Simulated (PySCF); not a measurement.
Gas-phase equilibrium of 1 mol AsH3, 1.4 mol H2 at 600 K and 0.133 bar, among 7 species (As, AsH3, As2, H, H2, As4, AsH2). Only gases are allowed; each row takes one source of thermochemistry for all species, and Cantera finds the minimum.

Computed with PySCF and rigid-rotor harmonic-oscillator thermochemistry at 1 bar. † marks an energy on the PBE0/def2-TZVP geometry and frequencies; other levels use their own. CCSD(T) freezes the core. 6-31G* has spherical d functions here. Open shells (unrestricted) among the columns below: As (multiplicity 4); the rest are closed-shell singlets. B3LYP is the form with VWN-RPA correlation. As: all electrons, no relativistic terms. CCSD(T) isn't extrapolated to the basis-set limit. The harmonic model lacks anharmonicity and excited electronic states, which grow with temperature; levels with a mode under 35 cm⁻¹ are left out.

Molecules larger than those listed are left out.

Mole fractions:

```csv
thermochemistry,x H2,x As,x As4,x AsH3,x As2
B3LYP/def2-TZVP†,0.92,<1e-12,0.079,5.6e-6,6.9e-6
CCSD(T)/def2-SVP†,0.92,5.8e-12,0.079,0.00015,0.0012
CCSD(T)/def2-TZVPP†,0.92,<1e-12,0.079,1.9e-6,7.2e-7
HF/6-31G*,0.74,0.25,0.00029,0.0020,1.0e-5
PBE/def2-TZVP†,0.92,<1e-12,0.079,4.5e-7,1.4e-8
PBE0/def2-QZVP†,0.92,<1e-12,0.079,3.5e-6,3.1e-9
```
The most sensitive of these is As: it spans a factor of 10^11.4 over these rows; at this temperature one factor of ten is RT ln 10 = 11 kJ/mol.
